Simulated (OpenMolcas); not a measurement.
## CHClFNSi: a line through the functionals

CHClFNSi: 6 atoms, total charge 0, spin state singlet. SMILES: `FC1=N[SiH]1Cl`. The coordinates come from a PBE0-D4/def2-TZVP relaxation.

The vertical ionisation energy (to the doublet cation) y, in eV, basis 6-31G(d); a is the functional's share of exact exchange. Programs: OpenMolcas 26.06.

| functional | program | a | y (eV) |
| --- | --- | --- | --- |
| BLYP | OpenMolcas | 0 | 9.42 |
| TPSS | OpenMolcas | 0 | 9.61 |
| B3LYP | OpenMolcas | 0.2 | ? |
| PBE0 | OpenMolcas | 0.25 | 9.87 |
| BHLYP | OpenMolcas | 0.5 | 9.90 |

**Question.** Fit y = c + s·a to the known rows and predict B3LYP.

**Answer.** 
1. Means of the 4 rows: a = 0.1875, y = 9.700.
2. Σ(Δa)² = 0.17188, Σ(Δa·Δy) = 0.1425, so the slope is 0.1425/0.17188 = 0.82907.
3. Intercept: 9.700 − (0.82907) × 0.1875 = 9.545. The largest residual of the fit is 0.12.
4. B3LYP: 9.545 + (0.82907) × 0.2 = 9.71 eV.

The run gave 9.83 eV, so the prediction is off by -0.12 eV, within the largest residual. The rows mix families of semi-local functionals, which the line can't see.
